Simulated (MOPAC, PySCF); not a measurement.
H$_{6}$B$_{3}$N, SMILES `BN(B)B`, neutral singlet in the gas phase. 

Z-matrix (Å, degrees):
```
N
B 1 1.4442
B 1 1.4442 2 120.00
B 1 1.4442 2 120.00 3 -180.00
H 4 1.1893 1 119.25 2 -0.05
H 3 1.1893 1 119.25 2 0.07
H 2 1.1893 1 119.25 3 -0.02
H 2 1.1893 7 121.50 1 -179.99
H 3 1.1893 6 121.49 1 -180.00
H 4 1.1893 5 121.49 1 179.99
```
Charge 0, spin multiplicity 1.

All levels are single points at this geometry (B3LYP-D3(BJ)/def2-TZVP); Pople sets use spherical d functions. Orbital energies aren't observables, and empty levels follow the basis.

PM7 in MOPAC gives dipole (D) = 0.00.

**Question.** Estimate the dipole (D) from each of these levels: B3LYP-D3(BJ)/def2-TZVP in PySCF; PBE-D3(BJ)/def2-TZVP in PySCF; B3LYP/3-21G in PySCF; B3LYP/6-311+G** in PySCF; M06-2X/6-31G* in PySCF; HF/6-31G* in PySCF; HF/STO-3G in PySCF; PM3 in MOPAC.

**Answer.** 
```
level                            dipole (D)
-------------------------------  ----------
B3LYP-D3(BJ)/def2-TZVP in PySCF        0.00
PBE-D3(BJ)/def2-TZVP in PySCF          0.00
B3LYP/3-21G in PySCF                   0.00
B3LYP/6-311+G** in PySCF               0.00
M06-2X/6-31G* in PySCF                 0.00
HF/6-31G* in PySCF                     0.00
HF/STO-3G in PySCF                     0.00
PM3 in MOPAC                           0.00
```
